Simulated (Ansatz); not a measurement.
C₂H₆FGeN, SMILES `N/C(F)=[CH]/[GeH3]`. Total charge 0; spin multiplicity 1.

Cartesian coordinates in Å:
```
N -1.5313 -1.6728 0.0607
C -0.8163 -0.5065 0.0934
F -1.6454 0.5239 0.3163
C 0.4809 -0.2925 -0.1117
Ge 1.2552 1.4674 -0.1926
H -0.9797 -2.5135 0.0902
H -2.3415 -1.6925 0.6600
H 1.1101 -1.1619 -0.2588
H 2.7091 1.3205 -0.6730
H 1.2661 2.1518 1.1874
H 0.4926 2.3762 -1.1719
```

**Question.** List the harmonic frequencies (cm⁻¹, unscaled) at PBE0-D4/def2-TZVP in Ansatz. (An estimate is asked.)

**Answer.** Ansatz gave: 30, 131, 140, 310, 364, 518, 541, 581, 604, 686, 749, 763, 848, 881, 893, 953, 1101, 1206, 1379, 1629, 1741, 2135, 2149, 2154, 3208, 3595, 3708.

**Question.** Is this a minimum?

**Answer.** Yes, all 27 modes are real.

**Question.** Give the ideal-gas thermochemistry at 298.15 K and 1 bar (rigid rotor, harmonic oscillator; point group C1, symmetry number 1).

**Answer.** Zero-point energy 197.4 kJ/mol; H(298) − E = 218.5 kJ/mol; entropy 358.2 J/(mol·K), of which translation 170.1, rotation 114.3, vibration 73.8; G(298) − E = 111.7 kJ/mol. Modes under 100 cm⁻¹ are hindered rotations or soft bends, so the harmonic entropy is rough.

**Question.** Rotational constants (cm⁻¹)?

**Answer.** 0.3185, 0.04804, 0.04246.
